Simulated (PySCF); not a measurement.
BH6NO2Si. Atoms are numbered in the order given.

```xyz
11

Si    -0.8540    -0.6933     0.4766
N     -1.8324     0.6627    -0.1881
B      0.9705     0.0138    -0.0831
O      2.1929    -0.4507     0.3117
O      0.8416     1.0463    -0.9713
H     -1.1135    -0.9825     1.9380
H     -1.2989    -1.9102    -0.2958
H     -2.7690     0.4215    -0.5311
H     -1.9350     1.4649     0.4458
H      2.9087     0.0468    -0.1319
H     -0.1379     1.1935    -1.0884
```
Charge 0, spin multiplicity 1.

The structure is a stationary point at PBE-D3(BJ)/def2-SVP. This is a generated structure with no PubChem entry under its InChIKey; it may be hypothetical. The values are those of a single conformer.

Method: PBE-D3(BJ)/def2-SVP (PySCF).

Frequencies are harmonic and unscaled.

List the normal modes with their intensities. (An estimate is asked for; the answer gives what the named calculation found.)


```json
[
 {"mode": "1", "ν (cm⁻¹)": "93", "IR (km/mol)": "4.7", "moving atoms (share of kinetic energy)": "O 41 %, H 30 %, N 19 %, Si 10 %"},
 {"mode": "2", "ν (cm⁻¹)": "181", "IR (km/mol)": "7.6", "moving atoms (share of kinetic energy)": "O 38 %, N 36 %, H 19 %"},
 {"mode": "3", "ν (cm⁻¹)": "253", "IR (km/mol)": "7.5", "moving atoms (share of kinetic energy)": "H 65 %, O 16 %, N 11 %"},
 {"mode": "4", "ν (cm⁻¹)": "309", "IR (km/mol)": "9.5", "moving atoms (share of kinetic energy)": "H 37 %, O 34 %, Si 11 %, B 10 %"},
 {"mode": "5", "ν (cm⁻¹)": "324", "IR (km/mol)": "3.8", "moving atoms (share of kinetic energy)": "H 45 %, B 25 %, O 18 %"},
 {"mode": "6", "ν (cm⁻¹)": "405", "IR (km/mol)": "13.7", "moving atoms (share of kinetic energy)": "O 36 %, Si 34 %, H 20 %"},
 {"mode": "7", "ν (cm⁻¹)": "536", "IR (km/mol)": "47.2", "moving atoms (share of kinetic energy)": "H 77 %, B 11 %, Si 9 %"},
 {"mode": "8", "ν (cm⁻¹)": "561", "IR (km/mol)": "30.2", "moving atoms (share of kinetic energy)": "O 38 %, H 26 %, B 24 %, Si 11 %"},
 {"mode": "9", "ν (cm⁻¹)": "589", "IR (km/mol)": "143.1", "moving atoms (share of kinetic energy)": "H 86 %"},
 {"mode": "10", "ν (cm⁻¹)": "630", "IR (km/mol)": "68.2", "moving atoms (share of kinetic energy)": "H 57 %, B 20 %, N 11 %"},
 {"mode": "11", "ν (cm⁻¹)": "675", "IR (km/mol)": "28.1", "moving atoms (share of kinetic energy)": "H 68 %, B 19 %"},
 {"mode": "12", "ν (cm⁻¹)": "728", "IR (km/mol)": "5.5", "moving atoms (share of kinetic energy)": "N 46 %, H 37 %, Si 17 %"},
 {"mode": "13", "ν (cm⁻¹)": "807", "IR (km/mol)": "158.6", "moving atoms (share of kinetic energy)": "H 68 %, Si 20 %, N 9 %"},
 {"mode": "14", "ν (cm⁻¹)": "878", "IR (km/mol)": "68.0", "moving atoms (share of kinetic energy)": "H 89 %"},
 {"mode": "15", "ν (cm⁻¹)": "908", "IR (km/mol)": "70.2", "moving atoms (share of kinetic energy)": "H 92 %"},
 {"mode": "16", "ν (cm⁻¹)": "913", "IR (km/mol)": "41.5", "moving atoms (share of kinetic energy)": "H 91 %"},
 {"mode": "17", "ν (cm⁻¹)": "993", "IR (km/mol)": "81.4", "moving atoms (share of kinetic energy)": "H 58 %, O 40 %"},
 {"mode": "18", "ν (cm⁻¹)": "1130", "IR (km/mol)": "45.0", "moving atoms (share of kinetic energy)": "H 69 %, B 18 %, O 12 %"},
 {"mode": "19", "ν (cm⁻¹)": "1296", "IR (km/mol)": "296.7", "moving atoms (share of kinetic energy)": "B 42 %, H 34 %, O 24 %"},
 {"mode": "20", "ν (cm⁻¹)": "1436", "IR (km/mol)": "259.7", "moving atoms (share of kinetic energy)": "B 70 %, O 23 %"},
 {"mode": "21", "ν (cm⁻¹)": "1508", "IR (km/mol)": "19.5", "moving atoms (share of kinetic energy)": "H 91 %, N 9 %"},
 {"mode": "22", "ν (cm⁻¹)": "2117", "IR (km/mol)": "140.7", "moving atoms (share of kinetic energy)": "H 97 %"},
 {"mode": "23", "ν (cm⁻¹)": "2146", "IR (km/mol)": "100.5", "moving atoms (share of kinetic energy)": "H 97 %"},
 {"mode": "24", "ν (cm⁻¹)": "3319", "IR (km/mol)": "338.5", "moving atoms (share of kinetic energy)": "H 94 %"},
 {"mode": "25", "ν (cm⁻¹)": "3444", "IR (km/mol)": "8.4", "moving atoms (share of kinetic energy)": "H 96 %"},
 {"mode": "26", "ν (cm⁻¹)": "3531", "IR (km/mol)": "17.6", "moving atoms (share of kinetic energy)": "H 92 %, N 8 %"},
 {"mode": "27", "ν (cm⁻¹)": "3675", "IR (km/mol)": "26.3", "moving atoms (share of kinetic energy)": "H 94 %"}
]
```
